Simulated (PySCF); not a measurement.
B(All)(H)2 (C₃H₇B), SMILES BCC=C. Geometry: PBE0-D3(BJ)/def2-SVP. This is a generated structure with no PubChem entry under its InChIKey; it may be hypothetical. Other conformers were not sampled.

These are PBE0-D3(BJ)/def2-SVP (PySCF) values and carry that method's errors.

Harmonic wavenumbers (cm⁻¹): 98, 253, 282, 401, 512, 632, 782, 931, 934, 990, 1013, 1034, 1104, 1201, 1202, 1287, 1314, 1362, 1436, 1742, 2568, 2662, 2918, 3111, 3154, 3166, 3260. Rotational constants (GHz): 26.74, 4.216, 4.005; symmetry number 1.

Question: Work out the zero-point energy and the ideal-gas rigid-rotor harmonic-oscillator thermochemistry at 298.15 K and 1 atm.

Answer: ZPE = ½ Σ hcν = ½ × 39348 cm⁻¹ = 235.35 kJ/mol. H − E(el) = 252.39 kJ/mol. Entropy in J/(mol K): translation 158.47, rotation 100.75, vibration 40.53, total 299.75. G − E(el) = 163.02 kJ/mol. Cp = 87.60 J/(mol K). Modes under 150 cm⁻¹ make the vibrational entropy uncertain.
